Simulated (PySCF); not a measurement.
# Worked example: chemical shift, span and skew from a shielding tensor

C5H5Cl, SMILES C=C(Cl)C#CC. Atoms are numbered in the order given.

```xyz
11

C      1.6970    -1.3565     0.0000
C      0.4834    -0.7584     0.0000
Cl    -0.9800    -1.7499     0.0000
C      0.2460     0.6416     0.0000
C      0.0201     1.8486     0.0000
C     -0.2437     3.2777     0.0000
H      1.7888    -2.4512     0.0000
H      2.6063    -0.7391     0.0000
H      0.1913     3.7694    -0.8957
H      0.1913     3.7694     0.8957
H     -1.3346     3.4833     0.0000
```

The structure is a stationary point at PBE-D3(BJ)/def2-SVP. The structure was generated by enumeration, and PubChem lists no compound with its InChIKey, so it may never have been made.

GIAO shieldings from PBE0/pcSseg-1 (PySCF), non-relativistic, no solvent. The symmetric part of the tensor of C5 has the principal values 19.4, 23.1, 207.6 ppm. The same nucleus in TMS has σ = 186.3 ppm at this level (PySCF, at its B3LYP-D3(BJ)/def2-TZVP geometry). Without spin–orbit terms, shifts of atoms bonded to Cl or Br come out too high.

### Question
Work out the isotropic shielding, the ¹³C shift against TMS, the span and the skew.

### Answer

σ(iso) = (σ11 + σ22 + σ33)/3 = 83.4 ppm. δ = σ(ref) − σ(iso) = 186.3 − (83.4) = 102.9 ppm.
Span Ω = σ33 − σ11 = 188.2 ppm. Skew κ = 3(σ(iso) − σ22)/Ω = 0.96. Tumbling in solution averages the tensor to δ; in a static solid the shielding alone would spread this spin-1/2 line over Ω.
